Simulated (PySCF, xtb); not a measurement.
C₂H₆GeO₂, SMILES [CH3][Ge@@H]([OH])[CH]=O.

GFN2-xTB (xtb 6.7.1) at its own geometry gives an orbital gap of 2.70 eV and a dipole moment of 2.32 D.

Coordinates come from a PBE-D3(BJ)/def2-SVP optimisation. The structure was generated by enumeration; whether it is a known compound was not checked. Other conformers were not sampled.

### Question
What does PBE/def2-TZVP in PySCF give? (Estimate from the structure and the level; the computed values follow.)

### Answer
gap 2.95 eV (levels -5.90 and -2.95 eV), dipole 2.99 D.
